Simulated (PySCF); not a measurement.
**KS⁻: from constants to spectrum**

RHF-CCSD(T) constants of KS⁻, ¹Σ⁺ (singlet), closed shell (basis K aug-pcseg-1, S aug-pcseg-1; no relativity; PySCF 2.14; masses 38.9637 and 31.9721 u):

| Quantity | Value |
| --- | --- |
| ωe | 194.2 cm⁻¹ |
| ωexe | 1.07 cm⁻¹ |
| Be | 0.11525 cm⁻¹ |
| αe | 0.00118 cm⁻¹ |
| D (centrifugal) | 1.62e-07 cm⁻¹ |

(1) Estimate the standard entropy (1 bar) and heat capacity of the ideal gas at 1000 K, rigid rotor with B0 and harmonic oscillator at the fundamental.

Correlated steps freeze 10 core orbitals. The CCSD T1 diagnostic is raised, a sign that a single reference may not be enough here.

## Answers

(1) Translation (Sackur–Tetrode, M = 70.94 u): 187.2 J/(mol K). Rotation: q = kT/(σB0) = 6060 with σ = 1, 80.7. Vibration: x = hcν0/kT = 0.276, 19.03. S° = 286.9 J/(mol K); Cp = 7R/2 + 8.26 = 37.4 J/(mol K).
